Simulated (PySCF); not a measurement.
## ZnCl₂, singlet: data card

These are results of PBE0/[Zn def2-TZVP, Cl def2-TZVP], no relativity, density fitting, PySCF, not measurements.

The structure is a minimum.

* Point group: D∞h
* Bond lengths: Zn–Cl 2.084 Å (×2)
* Bond angles: Cl–Zn–Cl 180.0°
* Atomisation energy without zero-point energy: 645 kJ/mol
* Principal quadrupole moments (Buckingham, traceless) about the centre of mass: -9.13, 4.56, 4.56 D Å
* Rotational constants: 0.05549 cm⁻¹
* Principal polarisabilities: 33.4, 33.4, 65.6 bohr³
* Heat capacity Cp at 298.15 K: 57.0 J/(mol K)
* Highest occupied level: -9.15 eV
* Entropy at 298.15 K and 1 bar: 276.2 J/(mol K)
* Dipole moment: 0.00 D
* Enthalpy at 298.15 K above 0 K: 13.97 kJ/mol
* Lowest empty level: -1.65 eV
* Rotational symmetry number: 2
* Zero-point energy: 6.5 kJ/mol

Harmonic modes (masses in u: Zn 63.929, Cl 34.969):
| symmetry | ω (cm⁻¹) | IR (km/mol, summed over degenerate members) | μ (u) | type |
| --- | --- | --- | --- | --- |
| πu | 106 | 26.5 | 45.81 | bend |
| σg+ | 357 | 0.0 | 34.97 | stretch |
| σu+ | 513 | 78.9 | 45.81 | stretch |

In D∞h the vibrations span πu + σg+ + σu+. The σg+ mode carries no infrared intensity, as symmetry demands. With a centre of inversion only u modes can be infrared active and only g modes Raman active.

Charges (e):
| atom | Mulliken | Löwdin | polar tensor | Mayer order to Zn1 |
| --- | --- | --- | --- | --- |
| Zn1 | 0.63 | -0.13 | 1.00 | – |
| Cl2,3 | -0.32 | 0.07 | -0.50 | 1.09 |

Mulliken populations on Zn1: s 6.73, p 12.55, d 10.08, f 0.00.

Counting electrons, zinc keeps none of its valence electrons outside its bonds, so the VSEPR class is AX2 and the expected shape is linear (D∞h), as computed.

The final relaxation and frequency run took about 50 core-seconds on a shared host.
